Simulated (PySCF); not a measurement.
First SCF of a structure search on doublet HSnO, at a hand-made bent geometry. PySCF input:

```python
from pyscf import gto, scf, dft
mol = gto.M(atom='''
Sn     0.000000     0.000000     0.000000
O     -1.531800     0.000000     1.072600
H      1.408900     0.000000     0.986600''',
    basis={'Sn': 'def2-TZVP', 'O': 'def2-TZVP', 'H': 'def2-TZVP'},
    ecp={'Sn': 'def2-TZVP'},
    charge=0, spin=1)
mf = dft.UKS(mol, xc='PBE0')
mf.grids.atom_grid = (50, 194)
aux = {'Sn': 'def2-universal-JKFIT', 'O': 'def2-universal-JKFIT', 'H': 'def2-universal-JKFIT'}
mf = mf.density_fit(auxbasis=aux)
mf.conv_tol = 1e-08
mf.diis_space = 10
mf.max_cycle = 60
mf.init_guess = 'minao'
mf.verbose = 4
mf.kernel()
```

Excerpt of the output (cycles alone):

```
init E= -253.073400280259
cycle= 1 E= -289.118394455059  delta_E=  -36  |g|= 1.61  |ddm|= 21.8
cycle= 2 E= -289.02930262337  delta_E= 0.0891  |g|= 1.92  |ddm|=  4.9
cycle= 3 E= -289.960661282361  delta_E= -0.931  |g|= 0.324  |ddm|= 1.91
cycle= 4 E= -289.850576679267  delta_E= 0.11  |g|= 0.596  |ddm|= 0.604
cycle= 5 E= -290.008809674765  delta_E= -0.158  |g|= 0.02  |ddm|= 0.37
cycle= 6 E= -290.009103704757  delta_E= -0.000294  |g|= 0.0211  |ddm|= 0.0419
cycle= 7 E= -290.009347884867  delta_E= -0.000244  |g|= 0.0107  |ddm|= 0.0178
cycle= 8 E= -290.00950310981  delta_E= -0.000155  |g|= 0.00229  |ddm|= 0.0282
cycle= 9 E= -290.009525737127  delta_E= -2.26e-05  |g|= 0.00197  |ddm|= 0.0134
cycle= 10 E= -290.009532234059  delta_E= -6.5e-06  |g|= 0.00134  |ddm|= 0.00643
cycle= 11 E= -290.009534559944  delta_E= -2.33e-06  |g|= 0.000507  |ddm|= 0.00358
cycle= 12 E= -290.009535283694  delta_E= -7.24e-07  |g|= 0.000176  |ddm|= 0.00229
cycle= 13 E= -290.0095354562  delta_E= -1.73e-07  |g|= 6.08e-05  |ddm|= 0.00148
cycle= 14 E= -290.009535469681  delta_E= -1.35e-08  |g|= 2.56e-05  |ddm|= 0.000402
cycle= 15 E= -290.009535470843  delta_E= -1.16e-09  |g|= 7.99e-06  |ddm|= 0.000106
Extra cycle  E= -290.009535470919  delta_E= -7.55e-11  |g|= 6.03e-06  |ddm|= 1.88e-05
converged SCF energy = -290.009535470919  <S^2> = 0.76698531  2S+1 = 2.0169138
```

No lower solution of this spin was found by a stability analysis within the unrestricted form.

With an element this heavy the missing spin–orbit coupling can shift these numbers.

The search for the lowest solution, with the stability check, took 4.5 s on 2 threads of a shared Arm Neoverse V2 host, with 87 basis functions; the process peaked at 0.31 GiB.
